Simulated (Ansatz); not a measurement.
Basis sets compared for Be₄S₄⁺. The state is a doublet with charge 1. Geometry PBE-D4/def2-SVP. Ansatz on 4 threads of Intel Xeon Platinum 8488C on a shared host; times are rough, and most runs start from earlier orbitals.

```csv
atom,x (Å),y (Å),z (Å)
Be1,1.383,0.155,-1.075
Be2,0.282,-0.634,1.266
Be3,-0.781,1.203,0.163
Be4,-0.589,-0.871,-0.884
S5,-1.769,-0.560,0.774
S6,-0.216,1.011,-1.828
S7,1.310,-1.623,-0.247
S8,0.380,1.319,1.830
```

Another isomer (doublet) lies 0.12 eV lower at PBE0-D4/def2-TZVP; other spin states weren't run for this one.

| level | functions | energy (Eh) | HOMO (eV) | LUMO (eV) | wall time |
| --- | --- | --- | --- | --- | --- |
| PBE-D4/def2-SVP | 108 | -1650.4559 | -11.52 | -10.48 | 1.6 s |
| PBE0-D4/def2-SVP | 108 | -1650.6043 | -12.79 | -9.65 | 2.2 s |

Task: Estimate the rows for PBE-D4/def2-TZVP (with forces), PBE0-D4/def2-TZVP.

Result: 
```tsv
level	functions	energy (Eh)	HOMO (eV)	LUMO (eV)	wall time
PBE-D4/def2-TZVP (with forces)	224	-1651.0820	-11.24	-10.18	3.8 s
PBE0-D4/def2-TZVP	224	-1651.2302	-12.47	-9.30	7.5 s
```
